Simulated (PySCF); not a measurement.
**Mass spectrum arithmetic for `[SiH3]P[Si@@H](Cl)C[CH]Cl`**

Species: `[SiH3]P[Si@@H](Cl)C[CH]Cl` [radical].

All values are calculated from tables of isotopes.

Question: Find the molar and monoisotopic masses of C2H8Cl2PSi2.

Answer: For C2H8Cl2PSi2, with standard atomic weights, 2 × 28.085 + 1 × 30.974 + 2 × 35.450 + 2 × 12.011 + 8 × 1.008 = 190.130 g/mol. From the most abundant isotopes (28Si, 31P, 35Cl, 12C, 1H), 2 × 27.976927 + 1 × 30.973762 + 2 × 34.968853 + 2 × 12.000000 + 8 × 1.007825 = 188.9279 u.

Question: Work out the cluster of the singly charged cation M+, one line a nominal mass.

Answer: 
```tsv
nominal mass	m/z (centroid)	relative intensity
189	188.9274	100.0
190	189.9276	12.4
191	190.9244	71.1
192	191.9247	8.4
193	192.9215	14.9
194	193.9218	1.6
195	194.9186	0.8
```

Lines under 0.1 % of the tallest are left out. One electron mass, 0.00055 u, is taken off.

Question: What share of all molecules is the monoisotopic species?

Answer: 0.922297^2 × 1 × 0.7578^2 × 0.9893^2 × 0.999885^8 = 47.76 %.

Question: Protons, neutrons, electrons, and exact less nominal mass of the monoisotopic species?

Answer: 97 protons, 92 neutrons and 97 electrons; 188.9279 − 189 = -0.0721 u.

Question: What resolving power m/Δm just matches the spacing of the species with one 30Si and with one 37Cl?

Answer: They lie 0.00021 u apart at mass 190.92, so m/Δm is about 930000.
